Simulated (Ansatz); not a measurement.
The same path of CH$_{4}$S$_{2}$Si (8 atoms, charge 0, multiplicity 1) was run 3 times with different band settings. The coordinate that changes most is the dihedral H7–C1–Si2–S3.

The calculation used Ansatz 0.2.0, RKS B3LYP-D4/def2-SVP.

Relaxed end points:

```xyz
8
Properties=species:S:1:pos:R:3
C -0.549 0.917 -0.363
Si 0.092 -0.661 0.393
S 2.142 -0.775 0.948
S 1.335 -1.930 -0.776
H -1.459 0.720 -0.955
H -0.807 1.646 0.423
H 0.217 1.355 -1.020
H -0.879 -1.329 1.294
```

```xyz
8
Properties=species:S:1:pos:R:3
C -0.561 0.876 -0.441
Si 0.077 -0.714 0.292
S 1.694 -0.634 1.671
S 1.947 -1.477 -0.375
H -1.273 1.361 0.247
H 0.278 1.562 -0.630
H -1.086 0.681 -1.391
H -0.985 -1.712 0.572
```

Common settings: movable images 7; climbing image yes; spring 5.0 eV/Å²; optimiser quadratic models (default); force threshold 0.05 eV/Å; end points relaxed.

| run | start path | iteration limit |
| --- | --- | --- |
| 1 | IDPP | 60 |
| 2 | straight line | 60 |
| 3 | IDPP | 10 |

Q: What does each run give, and how far can it be trusted?

A: Run 1: converged after 3 iterations, highest image 0.057 eV above the first end. A vibrational analysis at the climbing image gives one clearly imaginary mode, 149i cm⁻¹: a first-order saddle point.
Run 2: converged after 6 iterations, highest image 0.057 eV above the first end. Another band between the same ends (7 images) ends at a top of the same energy, where a vibrational analysis finds 1 clearly imaginary mode.
Run 3: converged after 3 iterations, highest image 0.057 eV above the first end. Another band between the same ends (7 images) ends at a top of the same energy, where a vibrational analysis finds 1 clearly imaginary mode.
